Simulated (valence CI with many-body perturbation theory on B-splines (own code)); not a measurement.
**Level structure of Cs¹⁶⁺**

Calculated by configuration interaction combined with many-body perturbation theory (CI+MBPT): three valence electrons over a frozen Dirac-Fock core [Kr], a basis of 7 s, 7 p, 8 d, 6 f, 4 g, 1 h functions for each j, with the one-electron correlation potential Σ1 (screened to all orders), the two-electron term Σ2, the three-electron term Σ3, Breit, model QED; selected single and double excitations, second order for the rest, scaled by the run's own slope (own B-spline code, finite nucleus).

No measured spectrum was set against this ion. As an estimate, terms of the open shell hold to 2 to 4 % of their energy, and close levels can change places. Excitations out of the core, of the other parity, are not computed and may begin above about 67.6 eV (a cautious bound); beyond it only levels of the ground parity were kept, without lifetimes.

Levels 1 to 23 of 23, with energies above the lowest level, 4d3 4F_3/2. "Leading %" is the weight of the configuration and term that name the level; weights of strongly mixed levels are sums over their largest components and can fall short. In the jj column 3d3/2^4 stands for four electrons in 3d with j = 3/2. Lifetimes count E1, E2, E3, M1 and M2 decay at the calculated energies, and are blank where another channel may lead or the interval is too uncertain; long ones can be off by a factor of two.

```tsv
No.	Configuration	Term	J	E (eV)	Leading %	Leading jj	Lifetime	g
1	4d3	4F	3/2	0.00	82	4d3/2^3 (74 %)		0.486
2	4d3	4F	5/2	1.67	94	4d3/2^2 4d5/2 (91 %)	10.9 ms	1.036
3	4d3	4F	7/2	2.98	84	4d3/2^2 4d5/2 (57 %)	24.4 ms	1.187
4	4d3	4F	9/2	3.80	54	4d3/2^2 4d5/2 (68 %)	190 ms	1.206
5	4d3	4P	3/2	3.86	50	4d3/2^2 4d5/2 (80 %)	6.90 ms	1.406
6	4d3	4P	1/2	4.44	74	4d3/2^2 4d5/2 (95 %)	30.4 ms	2.143
7	4d3	2G	7/2	6.00	81	4d3/2 4d5/2^2 (69 %)	2.84 ms	0.950
8	4d3	2H	9/2	6.23	57	4d3/2 4d5/2^2 (54 %)	4.56 ms	1.072
9	4d3	4P	5/2	6.45	90	4d3/2 4d5/2^2 (58 %)	8.78 ms	1.556
10	4d3	2D	3/2	7.38	46	4d3/2 4d5/2^2 (94 %)	1.38 ms	1.170
11	4d3	2P	1/2	7.85	74	4d3/2 4d5/2^2 (95 %)	2.91 ms	1.190
12	4d3	2H	11/2	8.31	100	4d3/2 4d5/2^2 (100 %)	9.43 ms	1.090
13	4d3	2D	5/2	9.06	91	4d3/2 4d5/2^2 (68 %)	2.67 ms	1.205
14	4d3	2G	9/2	9.68	58	4d5/2^3 (80 %)	1.80 ms	1.072
15	4d3	2F	5/2	10.34	85	4d3/2 4d5/2^2 (54 %)	4.77 ms	0.914
16	4d3	2F	7/2	10.56	94	4d3/2 4d5/2^2 (88 %)	4.47 ms	1.129
17	4d3	2P	3/2	10.84	58	4d5/2^3 (83 %)	1.38 ms	1.191
18	4d3	2D	3/2	15.61	98	4d3/2 4d5/2^2 (82 %)	1.16 ms	0.807
19	4d3	2D	5/2	15.97	84	4d5/2^3 (68 %)	672 μs	1.170
20	4d2 5s	4F	3/2	126.51	90	4d3/2^2 5s (91 %)		0.441
21	4d2 5s	4F	5/2	127.04	62	4d3/2^2 5s (88 %)		1.008
22	4d2 5s	4F	7/2	129.21	90	4d3/2 4d5/2 5s (97 %)		1.227
23	4d2 5s	2F	5/2	129.78	61	4d3/2 4d5/2 5s (92 %)		0.933
```

Names give the largest LS component (configuration and term), which can be under half, so a name can repeat, a term be missing and a line seem to break the LS rules; names also repeat where a configuration has a term twice.

The ionisation energy to 4d2 3F_2 of the next ion comes out as 414.14 eV (NIST: 413 ± 3 eV (theoretical)). All 23 levels together are meant to be complete up to 67.60 eV.
